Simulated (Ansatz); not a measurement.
The first iterations of a band of ClF3H2OW (8 atoms, charge 0, multiplicity 1).

These are results of RKS B3LYP-D4/def2-SVP (Ansatz), not measurements.

| Quantity | Value |
| --- | --- |
| movable images | 5 |
| climbing image | yes |
| spring | 5.0 eV/Å² |
| optimiser | quadratic models (default) |
| start path | through a guess of the saddle point |
| force threshold | 0.05 eV/Å |
| iteration limit | 60 |
| end points | relaxed |

First end point:

```xyz
8
Properties=species:S:1:pos:R:3
W 0.060 -0.030 0.137
Cl 0.835 -0.075 2.331
H 1.676 0.331 -0.275
F 0.028 1.804 0.459
F -1.774 0.219 -0.228
O 0.155 -1.872 0.297
H 0.325 -2.545 0.970
F 0.168 -0.200 -1.727
```

Last end point:

```xyz
8
Properties=species:S:1:pos:R:3
W -0.665 0.055 -0.657
Cl 2.185 -1.172 2.367
H 2.036 0.047 1.957
F -0.642 1.873 -1.049
F -2.182 0.311 0.378
O -0.121 -1.451 0.227
H 0.506 -1.759 0.908
F 0.357 -0.270 -2.168
```

| iteration | highest image above the first end (eV) | largest band force component (eV/Å) |
| --- | --- | --- |
| 1 | 2.899 | 3.896 |
| 2 | 2.264 | 2.912 |
| 3 | 1.716 | 2.401 |
| 4 | 1.640 | 3.277 |
| 5 | 1.435 | 2.513 |
| 6 | 1.214 | 1.711 |
| 7 | 1.125 | 0.439 |

Question: Does the band converge within its limit, and where does its top end?

Answer: The run converged. It ended after 23 iterations with the highest image 1.034 eV above the first end. A vibrational analysis at the climbing image gives one clearly imaginary mode, 279i cm⁻¹: a first-order saddle point. The orbitals stay closed-shell, which can raise the energy where a bond breaks towards radicals; this wasn't checked here.

Time of the run: 5.3 min on 4 threads of Arm Neoverse V1, on a shared host, peak memory 0.3 GiB.
